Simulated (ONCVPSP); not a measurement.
## Which change was made? (Li, ONCV)

Li (Z = 3), optimised norm-conserving Vanderbilt (ONCV), made with ONCVPSP 4.0.1 (PBE, scalar-relativistic). Core none, reference 1s2 2s1. Waves: 1s+2s: rc 1.15 bohr, ncon 4, nbas 9, qcut 11.2 1/bohr, 2 projectors; p scattering state at 0.02 Ha: rc 0.95 bohr, ncon 5, nbas 10, qcut 10.1 1/bohr, 3 projectors, debl 1.5 Ha. Local part: polynomial inside 0.80 bohr (lpopt 5, dvloc0 0 Ha). Core correction: none.

Cutoffs, loose and tight: the cutoffs (Ha) at which the residual kinetic energy of the hardest occupied pseudo-wave falls to 1 and 0.1 mHa per electron. They do not see the model core or the augmentation charge, which bear on the density cutoff. Test errors are all-electron minus pseudo excitation energies from the reference, over the configurations 1s2 2s0; 1s2 2s0.5; 1s2 2s0 2p1; 1s1 2s1; variants that change the core or the reference have their own tests. The largest error is taken over the tests solved by every variant that gives reliable tests at all, those not shown here included: 1s1 2s1; 1s2 2s0; 1s2 2s0.5.

The base gives: outcome: generated; cutoff, loose: 42 Ha; cutoff, tight: 50 Ha; bound ghosts: none; GHOST(+) flags above zero: p; largest test error (meV): +808.

Q: After one change the result is: outcome: generated; cutoff, loose: 29 Ha; cutoff, tight: 34 Ha; bound ghosts: p; GHOST(+) flags above zero: none; largest test error (meV): +1600. Which change was it?
A. all radii scaled by about 1.18 (s 1.36, p 1.12 bohr); local potential polynomial inside 0.94 bohr (lpopt 5, dvloc0 0 Ha)
B. all radii scaled by about 0.79 (s 0.90, p 0.76 bohr); local potential polynomial inside 0.64 bohr (lpopt 5, dvloc0 0 Ha)
C. all radii scaled by about 1.30 (s 1.50, p 1.24 bohr); local potential polynomial inside 1.04 bohr (lpopt 5, dvloc0 0 Ha)

A: C. The others give: all radii scaled by about 0.79 (s 0.90, p 0.76 bohr); local potential polynomial inside 0.64 bohr (lpopt 5, dvloc0 0 Ha) → outcome: generated; cutoff, loose: 51 Ha; cutoff, tight: 61 Ha; bound ghosts: none; GHOST(+) flags above zero: p; largest test error (meV): +490 | all radii scaled by about 1.18 (s 1.36, p 1.12 bohr); local potential polynomial inside 0.94 bohr (lpopt 5, dvloc0 0 Ha) → outcome: generated; cutoff, loose: 36 Ha; cutoff, tight: 44 Ha; bound ghosts: none; GHOST(+) flags above zero: p; largest test error (meV): +1113.
